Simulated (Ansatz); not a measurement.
Name a neutral molecule of As and H with HOMO–LUMO gap (ωB97M-V/def2-TZVPP) between 12.35 and 12.65 eV and HOMO–LUMO gap (PBE/def2-TZVPP) between 6.40 and 6.70 eV (Ansatz, PBE0-D4/def2-TZVP geometry).

`[AsH3]` (12.57 eV, 6.50 eV). Other molecules can fit too; these were computed, each in one conformer that needn't be the lowest.
